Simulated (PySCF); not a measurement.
A thermochemical cycle for SiSe

PBE0 in PySCF with def2-TZVPPD on every atom, for the lowest determinant that a PBE0 search found; no spin–orbit coupling. SiSe, a singlet (closed shell), has De = 5.53 eV to neutral atoms, and SiSe⁺, a doublet (π ↑), has De = 3.88 eV to Si⁺ + Se.

At the same level the Si atom ionises at 8.22 eV.

What is the adiabatic ionisation energy of the molecule, and does ionisation strengthen or weaken the bond?

IE = IE(Si) + De(neutral) − De(ion) = 8.22 + 5.53 − 3.88 = 9.87 eV. De changes by -1.65 eV, so ionisation weakens the bond.

Spin–orbit coupling is left out. For an ion De counts to the pair picked by the measured ionisation energies or electron affinities, which need not be the lowest pair at this level. States were picked by a PBE0 search and need not be the measured ground states.
